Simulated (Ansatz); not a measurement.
```yaml
crystal:
  periodic: [false, false, false]
  atoms:
    - {symbol: Rb, position_ang: [-1.138872, -0.187843, 2.447129]}
    - {symbol: Rb, position_ang: [0.573746, -2.549620, -0.557869]}
    - {symbol: Rb, position_ang: [-1.185015, 3.437941, -3.532616]}
    - {symbol: Rb, position_ang: [2.213872, 2.332613, -0.563208]}
    - {symbol: I, position_ang: [-1.864235, -3.456100, 1.683647]}
    - {symbol: I, position_ang: [-0.988425, 0.766703, -1.139366]}
    - {symbol: I, position_ang: [2.388928, -0.343693, 1.662284]}
basis:
  gaussian: {orbitals: STO-3G}
magnetization: {spin_polarized: true, initial_magnetization: 1}
hamiltonian: {xc: hf}
scf: {omitted_lower_state_checks: [starts]}
output: {orbitals: {seedname: orbitals}}
```

```sh
$ ansatz run in.yaml --threads 4 --pin off --events-out ev --progress --plain --max-ram 4787MiB
```

**Question.** Does this run fit into the memory that it is given?

**Answer.** No. It has 169 basis functions, and Ansatz plans for 5.38 GiB where 4.67 GiB are given.
